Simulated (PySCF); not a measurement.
Cl₄Te, charge +1, doublet, at a GFN2-xTB geometry (a state made from the parent by changing its charge; the spin is typed, not shown lowest) (all electrons, no relativity); PW6B95/3-21G in PySCF.

Input for PySCF:
```python
from pyscf import gto, scf, dft

mol = gto.Mole()
mol.atom = '''
    Te   -0.00572274    0.01236630    0.26693104
    Cl    1.11337271   -1.43495632   -1.08899499
    Cl    1.85279584    1.50725672    0.73992591
    Cl   -1.06293622    1.32596783   -1.26356022
    Cl   -1.88572747   -1.43609457    0.79613434
'''
mol.basis = '3-21g'
mol.charge = 1
mol.spin = 1
mol.verbose = 4
mol.build()

mf = dft.UKS(mol)
mf.xc = 'pw6b95'
mf.kernel()
```

Output, abridged:

```
PySCF version 2.14.0

[INPUT] verbose = 4
[INPUT] num. atoms = 5
[INPUT] num. electrons = 119
[INPUT] charge = 1
[INPUT] spin (= nelec alpha-beta = 2S) = 1
[INPUT] symmetry False subgroup None
[INPUT] Mole.unit = angstrom
[INPUT] Symbol           X                Y                Z      unit          X                Y                Z       unit  Magmom
[INPUT]  1 Te    -0.005722740000   0.012366300000   0.266931040000 AA   -0.010814411282   0.023368920174   0.504426559745 Bohr   0.0
[INPUT]  2 Cl     1.113372710000  -1.434956320000  -1.088994990000 AA    2.103969496465  -2.711674445514  -2.057902282123 Bohr   0.0
[INPUT]  3 Cl     1.852795840000   1.507256720000   0.739925910000 AA    3.501276702333   2.848302400210   1.398257322370 Bohr   0.0
[INPUT]  4 Cl    -1.062936220000   1.325967830000  -1.263560220000 AA   -2.008658343680   2.505716048684  -2.387782757695 Bohr   0.0
[INPUT]  5 Cl    -1.885727470000  -1.436094570000   0.796134340000 AA   -3.563508463869  -2.713825426275   1.504475860961 Bohr   0.0

nuclear repulsion = 1043.89186613309
number of shells = 41
number of NR pGTOs = 189
number of NR cGTOs = 83
basis = 3-21g
ecp = {}

******** <class 'pyscf.dft.uks.UKS'> ********
method = UKS
initial guess = minao
damping factor = 0
level_shift factor = 0
DIIS = <class 'pyscf.scf.diis.CDIIS'>
diis_start_cycle = 1
diis_space = 8
diis_damp = 0
SCF conv_tol = 1e-09
SCF conv_tol_grad = None
SCF max_cycles = 50
direct_scf = True
direct_scf_tol = 1e-13
number electrons alpha = 60  beta = 59
XC library pyscf.dft.libxc version 7.1.2
    S. Lehtola, C. Steigemann, M. J. T. Oliveira, and M. A. L. Marques,  SoftwareX 7, 1–5 (2018)
XC functionals = pw6b95
    Y. Zhao and D. G. Truhlar,  J. Phys. Chem. A 109, 5656 (2005)
radial grids:
    Treutler-Ahlrichs [JCP 102, 346 (1995); DOI:10.1063/1.469408] (M4) radial grids

becke partition: Becke, JCP 88, 2547 (1988); DOI:10.1063/1.454033
pruning grids: <function nwchem_prune>
grids dens level: 3
symmetrized grids: False
atomic radii adjust function: <function treutler_atomic_radii_adjust>
small_rho_cutoff = 0
Set gradient conv threshold to 3.16228e-05
tot grids = 97480
init E= -8404.46476871187

cycle= 1 E= -8420.15894472803  delta_E= -15.7  |g|= 0.456  |ddm|= 2.23
cycle= 2 E= -8419.95288246841  delta_E= 0.206  |g|= 0.705  |ddm|= 2.46
cycle= 3 E= -8420.37897590127  delta_E= -0.426  |g|= 0.0405  |ddm|= 1.45
cycle= 4 E= -8420.37979435359  delta_E= -0.000818  |g|= 0.0359  |ddm|= 0.143
cycle= 5 E= -8420.38072227715  delta_E= -0.000928  |g|= 0.00699  |ddm|= 0.0706
cycle= 6 E= -8420.38078401088  delta_E= -6.17e-05  |g|= 0.00206  |ddm|= 0.0193
cycle= 7 E= -8420.3807968202  delta_E= -1.28e-05  |g|= 0.00022  |ddm|= 0.0143
cycle= 8 E= -8420.3807969617  delta_E= -1.41e-07  |g|= 8.81e-05  |ddm|= 0.00125
cycle= 9 E= -8420.38079697703  delta_E= -1.53e-08  |g|= 9.66e-05  |ddm|= 0.000487
cycle= 10 E= -8420.3807969886  delta_E= -1.16e-08  |g|= 1.69e-05  |ddm|= 0.000276
cycle= 11 E= -8420.38079699068  delta_E= -2.08e-09  |g|= 4.97e-06  |ddm|= 0.000184
cycle= 12 E= -8420.38079699089  delta_E= -2.07e-10  |g|= 2.23e-06  |ddm|= 7.05e-05
Extra cycle  E= -8420.38079699096  delta_E= -6.55e-11  |g|= 3.11e-06  |ddm|= 1.24e-05
converged SCF energy = -8420.38079699096  <S^2> = 0.76599543  2S+1 = 2.015932
```
